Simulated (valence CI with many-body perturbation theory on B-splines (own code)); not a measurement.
**Sn XXXV: one-electron terms**

Level of theory: configuration interaction combined with many-body perturbation theory (CI+MBPT): six valence electrons over a frozen Dirac-Fock core [Ne], radial functions for each j: 9 s, 9 p, 8 d, 6 f, 3 g, 1 h, with the one-electron correlation potential Σ1 (screened to all orders), the two-electron term Σ2, the three-electron term Σ3, Breit, model QED; selected single and double excitations, second order for the rest, scaled by the run's own slope (own B-spline code, finite nucleus).

The last digits are not significant, and no measured levels were compared; by estimate large intervals hold to a few tenths of a per cent, small ones and those within an open d or f shell to about a per cent. Among the levels kept, up to 1500 cm⁻¹ of a level comes from second order outside the variational space, and about a tenth of that is noise between levels of different J, which matters for small intervals.

These are the spectroscopic orbitals of the CI (the correlating ones are not listed), shaped by the core and the other valence electrons. h is the expectation value of the core's Dirac-Fock operator, without the valence repulsion; Σ1 is computed up to l = 3 at one energy for each symmetry, that of its lowest orbital but kept below the first core excitation, so for empty shells it is not the orbital's own correlation shift; Breit and QED include the response of the core.

| Orbital | h (hartree) | Σ1 (cm⁻¹) | Breit (cm⁻¹) | QED (cm⁻¹) | ⟨r⟩ (bohr) |
| --- | --- | --- | --- | --- | --- |
| 3s1/2 | -101.47 | -6239 | 10863 | 8212 | 0.3059 |
| 4s1/2 | -54.974 | -2001 | 4065 | 3154 | 0.5763 |
| 5s1/2 | -34.396 | -898 | 1913 | 1510 | 0.9351 |
| 6s1/2 | -23.538 | -486 | 1061 | 842 | 1.378 |
| 3p1/2 | -98.13 | -7876 | 17916 | -172 | 0.2924 |
| 4p1/2 | -53.573 | -2501 | 6793 | -59.8 | 0.5693 |
| 5p1/2 | -33.689 | -1130 | 3255 | -27.7 | 0.9338 |
| 6p1/2 | -23.132 | -614 | 1819 | -15.2 | 1.383 |
| 3p3/2 | -95.88 | -7304 | 10840 | 639 | 0.3004 |
| 4p3/2 | -52.662 | -2370 | 4073 | 251 | 0.5800 |
| 5p3/2 | -33.233 | -1080 | 2040 | 123 | 0.9473 |
| 6p3/2 | -22.873 | -590 | 1140 | 69.1 | 1.399 |
| 3d3/2 | -91.619 | -8877 | 8123 | -305 | 0.2616 |
| 4d3/2 | -50.988 | -2377 | 2833 | -103 | 0.5522 |
| 5d3/2 | -32.412 | -1048 | 1341 | -48.2 | 0.9271 |
| 3d5/2 | -91.111 | -8385 | 3814 | -23.4 | 0.2640 |
| 4d5/2 | -50.77 | -2241 | 1322 | 6.5 | 0.5551 |
| 5d5/2 | -32.3 | -988 | 637 | 5.8 | 0.9306 |
| 4f5/2 | -49.832 | -1851 | 222 | -34.4 | 0.4922 |
| 5f5/2 | -31.824 | -912 | 152 | -18.8 | 0.8745 |
| 4f7/2 | -49.743 | -1807 | 49.9 | 10.3 | 0.4936 |
| 5f7/2 | -31.778 | -888 | 34.2 | 3.9 | 0.8761 |
| 5g7/2 | -31.605 |  | 3.7 | -6.9 | 0.7788 |
| 5g9/2 | -31.58 |  | 0.4 | 5.2 | 0.7797 |

Among the shells of the start configuration 3s2 3p4, Σ1 is largest in size for 3p1/2, where it is 0.037 % of h.

Lowest root of each symmetry, sizes in configuration state functions:

```tsv
J	Parity	Roots	Reference	Variational	Second order	Change by selected CI (cm⁻¹)	Change by second order (cm⁻¹)
0	even	3	19	60735	349669	-25532	-17
1	even	2	32	54921	1220156	-25614	-162
2	even	3	47	52673	1876185	-25927	-182
0	odd	5	32	59973	485165	-26717	-44
1	odd	10	84	59464	1619510	-24821	-680
2	odd	10	106	56373	3052386	-24000	-1291
3	odd	8	98	54873	3091960	-26298	-1384
4	odd	5	69	54432	3324688	-26493	-1127
5	odd	1	38	57254	1515841	-30030	-675
```
